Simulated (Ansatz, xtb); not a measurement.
C3HF2NSe: which of two isomers lies lower

Structure X is `Fc1cc(F)[se]n1`, a singlet and structure Y is `Fc1c[se]nc1F`, a singlet. Both are isolated molecules in the gas phase, relaxed with B3LYP/def2-SVP.

Quicker runs give these differences E(Y) − E(X): GFN2-xTB +0.067 eV; HF/STO-3G +0.147 eV (at GFN2-xTB geometries); r2SCAN-D4/def2-SVP +0.054 eV (at GFN2-xTB geometries).

Problem. Estimate E(Y) − E(X) at the level CCSD(T)/def2-SVP + ΔMP2/def2-TZVPP.

Solution. Too close to call at this level: CCSD(T)/def2-SVP + ΔMP2/def2-TZVPP gives E(Y) − E(X) = +0.007 eV.

The same difference at several levels:

| level | geometry | E(Y) − E(X) (eV) | departure from the last row (eV) | job, with rough time for the two |
| --- | --- | --- | --- | --- |
| GFN2-xTB | GFN2-xTB | +0.067 | +0.060 | optimisation, 0.24 s |
| HF/STO-3G | GFN2-xTB | +0.147 | +0.139 | single point, 1 s |
| r2SCAN-D4/def2-SVP | GFN2-xTB | +0.054 | +0.046 | single point, 4.3 s |
| B3LYP/def2-SVP | B3LYP/def2-SVP | +0.036 | +0.029 | optimisation, 53 s |
| HF/def2-SVP | B3LYP/def2-SVP | +0.037 | +0.029 | part of the CCSD(T) run |
| MP2/def2-SVP | B3LYP/def2-SVP | +0.011 | +0.003 | part of the CCSD(T) run |
| CCSD(T)/def2-SVP | B3LYP/def2-SVP | +0.018 | +0.011 | single point |
| CCSD(T)/def2-SVP + ΔMP2/def2-TZVPP | B3LYP/def2-SVP | +0.007 |  | single point, 99 s |

As drawn, both hold the same kinds of bond in the same numbers.

The largest departure from CCSD(T)/def2-SVP + ΔMP2/def2-TZVPP is that of HF/STO-3G, 0.139 eV. The last row adds to CCSD(T) the change of the MP2 difference between the two basis sets, here −0.011 eV.

With thermal terms from frequencies at re-optimised GFN2-xTB minima (ideal gas, soft modes damped towards free rotors, one conformer each, 298.15 K, 1 atm): on the last row, ΔE + ΔZPE = +0.002, ΔH = +0.001, ΔG = +0.003 eV.

The correlated steps freeze 15 core orbitals; the filled d shell of Se is correlated, in a basis made for valence electrons. Programs: Ansatz 0.2.0, xtb 6.7.1; the last row on 2 threads of Intel(R) Xeon(R) Processor @ 2.70GHz on a shared host.
